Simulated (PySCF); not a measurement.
Compound: C4H15NOSi3.
Geometry (GFN2-xTB, Å), atoms numbered from 1 in this order:
```
atom  x, y, z in Å
C1     2.2829   -1.3977    0.2990
C2     2.0855    0.1096    0.3938
C3     0.7182    0.5416   -0.1322
C4     0.5770    2.0703   -0.1426
Si5   -1.2575    2.5159   -0.3469
N6    -1.8910    1.0972    0.4170
Si7   -0.7693   -0.1516    0.8271
O8    -1.2788   -1.6146    0.3365
Si9   -1.9832   -2.5525   -0.7787
H10    3.2667   -1.6813    0.6681
H11    1.5273   -1.9157    0.8851
H12    2.1947   -1.7277   -0.7343
H13    2.1871    0.4236    1.4362
H14    2.8728    0.6127   -0.1775
H15    0.6408    0.1944   -1.1702
H16    0.9327    2.4575    0.8150
H17    1.2173    2.5117   -0.9085
H18   -1.6641    3.7141    0.3936
H19   -1.6824    2.6085   -1.7510
H20   -2.8736    0.9903    0.5936
H21   -0.6077   -0.3412    2.2678
H22   -1.8429   -3.8940   -0.2197
H23   -1.2815   -2.4063   -2.0546
H24   -3.3827   -2.1451   -0.9089
```

Computed at PBE0/pcSseg-1 (PySCF, non-relativistic), with Q(14N) = 0.02044 b, Q(17O) = −0.0256 b: N6, 14N (I = 1): χzz = -3.321 MHz, η = 0.488; O8, 17O (I = 5/2): χzz = -6.224 MHz, η = 0.051.

(1) Find the zero-field quadrupole resonance frequencies of 14N at N6.

(2) Find the zero-field quadrupole resonance frequencies of 17O at O8.

Results:

(1) From ν± = (3/4)|χ|(1 ± η/3) and ν0 = |χ|η/2: ν+ 2.896 MHz, ν− 2.086 MHz, ν0 0.810 MHz (nitrogen bridging silicon atoms).

(2) From the eigenvalues of H = χ/[4I(2I − 1)] × [3Iz² − I(I + 1) + η(Ix² − Iy²)], steps between neighbouring levels, labelled as for η = 0: ±1/2↔±3/2 0.936 MHz, ±3/2↔±5/2 1.866 MHz (siloxane oxygen).

In a crystal, neighbours and librations shift these lines. One conformer (not necessarily the lowest) at the GFN2-xTB geometry, without solvent, vibrations or thermal averaging. GFN2-xTB bond lengths can be off by several hundredths of an ångström, more for odd bonds, and the gradients follow them. The small basis limits the accuracy of the gradients.
